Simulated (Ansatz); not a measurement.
Cartesian coordinates in Å:
```
C -1.353 -0.767 0.165
C -0.560 0.268 0.430
Si 1.151 0.322 -0.238
F 2.215 0.397 0.944
Cl 1.428 1.996 -1.377
H -1.017 -1.606 -0.439
H -2.372 -0.826 0.536
H -0.938 1.088 1.036
H 1.447 -0.871 -1.057
```

Total charge 0; spin multiplicity 1.

**Question.** List the PBE/def2-TZVPP orbital energies in eV (Ansatz). (An estimate is asked.)

**Answer.** Computed: Occupied: -2739.04, -1781.27, -660.02, -269.74, -269.36, -249.63, -190.31, -190.16, -190.15, -138.83, -95.62, -95.57, -95.50, -29.76, -20.70, -19.48, -14.90, -13.45, -11.99, -11.08, -11.00, -10.76, -10.01, -9.05, -8.55, -8.17, -7.66, -7.44. Lowest empty: -2.08, -0.13, 0.34, 0.84, 1.29, 1.46, 1.67, 2.93.
